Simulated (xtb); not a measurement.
Input for xtb: GFN2-xTB on GaH5O (a complex), monomers drawn apart or pushed together.

```
$ xtb mol.xyz --gfn 2 --sp --chrg 0 --uhf 0
7

Ga     0.39670289    -0.37607595     0.68515695
H      1.88289631    -0.09762483     1.12264838
H     -0.22924294    -1.81109929     0.85260488
H     -0.28718893     0.62612580    -0.33037689
O     -1.31469333     1.19444083     3.94971409
H     -2.27642486     1.12208488     3.91120823
H     -1.10994561     2.13331610     4.04049756
```

The log:

```
[...]
           -------------------------------------------------
          |                Calculation Setup                |
           -------------------------------------------------



molecular fragmentation (1/2 indicates fragments):
1111222
# atoms in fragment 1/2:     4     3
 fragment masses (1/2) :       72.75       18.02
CMA distance (Bohr)    :   7.659
constraining FC (au)   :  0.0500

           -------------------------------------------------
          |                 G F N 2 - x T B                 |
           -------------------------------------------------

        Reference                      10.1021/acs.jctc.8b01176
      * Hamiltonian:
        H0-scaling (s, p, d)           1.850000    2.230000    2.230000
        zeta-weighting                 0.500000
      * Dispersion:
        s8                             2.700000
        a1                             0.520000
        a2                             5.000000
        s9                             5.000000
      * Repulsion:
        kExp                           1.500000    1.000000
        rExp                           1.000000
      * Coulomb:
        alpha                          2.000000
        third order                    shell-resolved
        anisotropic                    true
        a3                             3.000000
        a5                             4.000000
        cn-shift                       1.200000
        cn-exp                         4.000000
        max-rad                        5.000000


          ...................................................
          :                      SETUP                      :
          :.................................................:
          :  # basis functions                  19          :
          :  # atomic orbitals                  18          :
          :  # shells                           10          :
          :  # electrons                        14          :
          :  max. iterations                   250          :
          :  Hamiltonian                  GFN2-xTB          :
          :  restarted?                      false          :
          :  GBSA solvation                  false          :
          :  PC potential                    false          :
          :  electronic temp.          300.0000000     K    :
          :  accuracy                    1.0000000          :
          :  -> integral cutoff          0.2500000E+02      :
          :  -> integral neglect         0.1000000E-07      :
          :  -> SCF convergence          0.1000000E-05 Eh   :
          :  -> wf. convergence          0.1000000E-03 e    :
          :  Broyden damping             0.4000000          :
          :  net charge                          0          :
          :  unpaired electrons                  0          :
          ...................................................

 iter      E             dE          RMSdq      gap      omega  full diag
   1     -7.7607451 -0.776075E+01  0.148E+01    5.27       0.0  T
   2     -7.7984260 -0.376808E-01  0.859E+00    5.47       1.0  T
   3     -7.7987464 -0.320390E-03  0.115E+00    5.15       1.0  T
   4     -7.8003559 -0.160951E-02  0.357E-01    5.30       1.0  T
   5     -7.8004395 -0.836235E-04  0.774E-02    5.27       1.0  T
   6     -7.8004394  0.111115E-06  0.302E-02    5.28       1.2  T
   7     -7.8004400 -0.610346E-06  0.931E-03    5.28       4.1  T
   8     -7.8004400 -0.373590E-07  0.383E-04    5.28      98.6  T
   9     -7.8004400 -0.223135E-09  0.108E-04    5.28     348.9  T

   *** convergence criteria satisfied after 9 iterations ***

         #    Occupation            Energy/Eh            Energy/eV
      -------------------------------------------------------------
         1        2.0000           -0.6971792             -18.9712
         2        2.0000           -0.5846971             -15.9104
         3        2.0000           -0.5656338             -15.3917
         4        2.0000           -0.5299513             -14.4207
         5        2.0000           -0.4656745             -12.6716
         6        2.0000           -0.4220166             -11.4837
         7        2.0000           -0.4218732             -11.4798 (HOMO)
         8                         -0.2279226              -6.2021 (LUMO)
         9                         -0.1761734              -4.7939
        10                         -0.1114142              -3.0317
        11                         -0.1100232              -2.9939
        12                         -0.0534898              -1.4555
       ...                                ...                  ...
        18                          1.0801060              29.3912
      -------------------------------------------------------------
                  HL-Gap            0.1939506 Eh            5.2777 eV
             Fermi-level           -0.3248979 Eh           -8.8409 eV

 SCC (total)                   0 d,  0 h,  0 min,  0.005 sec
 SCC setup                      ...        0 min,  0.000 sec (  2.811%)
 Dispersion                     ...        0 min,  0.000 sec (  1.338%)
 classical contributions        ...        0 min,  0.000 sec (  0.627%)
 integral evaluation            ...        0 min,  0.001 sec ( 14.898%)
 iterations                     ...        0 min,  0.002 sec ( 53.469%)
 molecular gradient             ...        0 min,  0.001 sec ( 22.256%)
 printout                       ...        0 min,  0.000 sec (  4.222%)

         :::::::::::::::::::::::::::::::::::::::::::::::::::::
         ::                     SUMMARY                     ::
         :::::::::::::::::::::::::::::::::::::::::::::::::::::
         :: total energy              -7.757514072893 Eh    ::
         :: gradient norm              0.009747182328 Eh/a0 ::
         :: HOMO-LUMO gap              5.277663692558 eV    ::
         ::.................................................::
         :: SCC energy                -7.800437117468 Eh    ::
         :: -> isotropic ES            0.044001243554 Eh    ::
         :: -> anisotropic ES          0.002558351335 Eh    ::
         :: -> anisotropic XC         -0.000548734734 Eh    ::
         :: -> dispersion             -0.001702852382 Eh    ::
         :: repulsion energy           0.042923044575 Eh    ::
         :: add. restraining           0.000000000000 Eh    ::
         :: total charge               0.000000000000 e     ::
         :::::::::::::::::::::::::::::::::::::::::::::::::::::

           -------------------------------------------------
          |                Property Printout                |
           -------------------------------------------------

    * Orbital Energies and Occupations

         #    Occupation            Energy/Eh            Energy/eV
      -------------------------------------------------------------
         1        2.0000           -0.6971792             -18.9712
         2        2.0000           -0.5846971             -15.9104
         3        2.0000           -0.5656338             -15.3917
         4        2.0000           -0.5299513             -14.4207
         5        2.0000           -0.4656745             -12.6716
         6        2.0000           -0.4220166             -11.4837
         7        2.0000           -0.4218732             -11.4798 (HOMO)
         8                         -0.2279226              -6.2021 (LUMO)
         9                         -0.1761734              -4.7939
        10                         -0.1114142              -3.0317
        11                         -0.1100232              -2.9939
        12                         -0.0534898              -1.4555
        13                         -0.0532568              -1.4492
        14                          0.0571968               1.5564
Note: The following floating-point exceptions are signalling: IEEE_UNDERFLOW_FLAG IEEE_DENORMAL
normal termination of xtb
        15                          0.2233335               6.0772
        16                          0.4498065              12.2399
        17                          1.0764261              29.2910
        18                          1.0801060              29.3912
      -------------------------------------------------------------
                  HL-Gap            0.1939506 Eh            5.2777 eV
             Fermi-level           -0.3248979 Eh           -8.8409 eV

     #   Z          covCN         q      C6AA      α(0)
     1  31 Ga       2.693     0.229   212.924    32.723
     2   1 H        0.899    -0.082     4.979     3.491
     3   1 H        0.899    -0.082     4.989     3.495
     4   1 H        0.896    -0.091     5.253     3.586
     5   8 O        1.610    -0.554    24.118     6.628
     6   1 H        0.805     0.290     0.752     1.362
     7   1 H        0.805     0.290     0.752     1.362

 Mol. C6AA /au·bohr⁶  :        757.230252
 Mol. C8AA /au·bohr⁸  :      41464.359928
 Mol. α(0) /au        :         52.648512


Wiberg/Mayer (AO) data.
largest (>0.10) Wiberg bond orders for each atom

 ---------------------------------------------------------------------------
     #   Z sym  total        # sym  WBO       # sym  WBO       # sym  WBO
 ---------------------------------------------------------------------------
     1  31 Ga   2.450 --     4 H    0.800     3 H    0.800     2 H    0.800
     2   1 H    0.993 --     1 Ga   0.800
     3   1 H    0.993 --     1 Ga   0.800
     4   1 H    0.992 --     1 Ga   0.800
     5   8 O    1.880 --     7 H    0.915     6 H    0.915
     6   1 H    0.916 --     5 O    0.915
     7   1 H    0.916 --     5 O    0.915
 ---------------------------------------------------------------------------

Topologies differ in total number of bonds
Writing topology from bond orders to xtbtopo.mol

molecular dipole:
                 x           y           z       tot (Debye)
 q only:       -0.514       0.560       0.267
   full:       -0.742       0.801       0.448       3.001
molecular quadrupole (traceless):
                xx          xy          yy          xz          yz          zz
 q only:        0.344      -3.182       0.261      -5.935       6.713      -0.605
  q+dip:        0.704      -4.099       0.677      -7.489       8.625      -1.381
   full:       -0.039      -4.946      -0.191      -9.290      10.323       0.229


           -------------------------------------------------
          | TOTAL ENERGY               -7.757514072893 Eh   |
          | GRADIENT NORM               0.009747182328 Eh/α |
          | HOMO-LUMO GAP               5.277663692558 eV   |
           -------------------------------------------------

------------------------------------------------------------------------
------------------------------------------------------------------------
 total:
 SCF:
```

The run finished.

Cost: roughly 0.06 core-seconds.
